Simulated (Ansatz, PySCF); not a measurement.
B(H)(NHMe)2 (C2H9BN2), SMILES CNBNC. Atoms are numbered in the order given.

```xyz
14

B     -0.5540     0.1133     0.5496
H     -1.1931     0.0256     1.5773
N      0.6432    -0.6260     0.4306
C      1.1729    -1.5366     1.4075
H      1.2092    -0.5374    -0.4047
H      2.1791    -1.2440     1.7593
H      1.2458    -2.5733     1.0300
H      0.5113    -1.5545     2.2849
N     -1.0499     0.9501    -0.4786
C     -0.4487     1.1924    -1.7606
H     -1.8742     1.4995    -0.2821
H      0.2888     2.0187    -1.7578
H     -1.2083     1.4356    -2.5206
H      0.0729     0.2906    -2.1219
```
Charge 0, spin multiplicity 1.

Geometry optimised at PBE0-D3(BJ)/def2-SVP. This is a generated structure with no PubChem entry under its InChIKey; it may be hypothetical. One conformer was computed; it need not be the lowest.

Two levels are set side by side: PBE-D3(BJ)/def2-SVP (Ansatz, an electronic-structure program) and PBE0-D3(BJ)/def2-SVP (Ansatz). Each level has its own optimised geometry; the coordinates shown are those of the second. Frequencies come from the Hessian of PySCF at each geometry. Differences are taken from unrounded values.

```tsv
quantity	PBE0-D3(BJ)
mean bond length (Å)	1.197
bond B1–N3 (Å)	1.412
bond B1–N9 (Å)	1.415
bond N3–C4 (Å)	1.437
bond N9–C10 (Å)	1.437
bond B1–H2 (Å)	1.213
bond N3–H5 (Å)	1.013
bond C4–H6 (Å)	1.105
bond C4–H7 (Å)	1.106
bond C4–H8 (Å)	1.099
bond N9–H11 (Å)	1.010
bond C10–H12 (Å)	1.108
bond C10–H13 (Å)	1.102
bond C10–H14 (Å)	1.103
highest harmonic wavenumber (cm⁻¹)	3689
mean harmonic wavenumber (cm⁻¹)	1507
zero-point energy (kcal/mol)	77.58
```

Problem. What does PBE-D3(BJ) give, and how far is it from PBE0-D3(BJ)? (The exact figures need the calculation; the answer reports its results.)

Solution. 
```tsv
quantity	PBE-D3(BJ)	PBE-D3(BJ) minus PBE0-D3(BJ)
mean bond length (Å)	1.206	0.009
bond B1–N3 (Å)	1.421	0.008
bond B1–N9 (Å)	1.424	0.009
bond N3–C4 (Å)	1.445	0.009
bond N9–C10 (Å)	1.446	0.009
bond B1–H2 (Å)	1.221	0.007
bond N3–H5 (Å)	1.022	0.009
bond C4–H6 (Å)	1.114	0.009
bond C4–H7 (Å)	1.115	0.009
bond C4–H8 (Å)	1.107	0.008
bond N9–H11 (Å)	1.019	0.009
bond C10–H12 (Å)	1.117	0.009
bond C10–H13 (Å)	1.110	0.008
bond C10–H14 (Å)	1.112	0.009
highest harmonic wavenumber (cm⁻¹)	3568	-121
mean harmonic wavenumber (cm⁻¹)	1458	-50
zero-point energy (kcal/mol)	75.02	-2.56
```

Exact exchange shortens and stiffens bonds; PBE has none. Differences between two approximate levels are no errors against the true value.
